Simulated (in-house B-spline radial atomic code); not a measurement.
Radial electron density of the germanium ion Ge²⁺, [Ne] 3s2 3p5 3d10 4s2 4f1. Level of theory: non-relativistic PBE, spin-polarised, spherical fractional occupations, point nucleus, inside a hard spherical wall at 1.6 bohr; calculated with a radial B-spline atomic code at the basis-set limit.

Columns: r (bohr), 4πr²n(r) (electrons per bohr), bar.

```
 0.00201    1.011 #
 0.00238    1.385 #
 0.00281    1.878 ##
 0.00332    2.537 ##
 0.00392    3.403 ###
 0.00464    4.554 ####
 0.00548    6.019 ######
 0.00647    7.876 ########
 0.00765    10.21 ##########
 0.00904    13.05 #############
  0.0107    16.44 ################
  0.0126     20.2 ###################
  0.0149    24.41 #######################
  0.0176     28.7 ############################
  0.0208    32.77 ################################
  0.0246    36.16 ###################################
  0.0291    38.36 #####################################
  0.0344    38.98 ######################################
  0.0406    37.96 #####################################
   0.048    35.66 ##################################
  0.0567    33.02 ################################
   0.067    31.29 ##############################
  0.0792    31.69 ###############################
  0.0936    34.72 #################################
   0.111    39.66 ######################################
   0.131    44.12 ##########################################
   0.154     45.7 ############################################
   0.183    42.73 #########################################
   0.216    36.06 ###################################
   0.255    28.67 ############################
   0.301    24.19 #######################
   0.356     24.3 #######################
   0.421    27.41 ##########################
   0.497    29.66 #############################
   0.587    28.36 ###########################
   0.694    23.78 #######################
    0.82    18.48 ##################
   0.969    14.22 ##############
    1.15    9.778 #########
    1.35    3.985 ####
    1.58  0.02918
```

On this grid the curve has 3 maxima, near 0.0344, 0.154, 0.497 bohr.

The 3p down radial function P(r) = rR(r), positive near the nucleus:

```
r (bohr)         P
 0.00201  0.001404
 0.00281  0.002709
 0.00392  0.005178
 0.00548   0.00987
 0.00765   0.01858
  0.0107   0.03461
  0.0149   0.06276
  0.0208    0.1113
  0.0291    0.1908
  0.0406    0.3089
  0.0567    0.4645
  0.0792    0.6258
   0.111    0.7101
   0.154    0.5884
   0.216    0.1444
   0.301   -0.5393
   0.421    -1.161
   0.587    -1.336
    0.82    -1.017
    1.15   -0.4901
    1.58  -0.01895
```
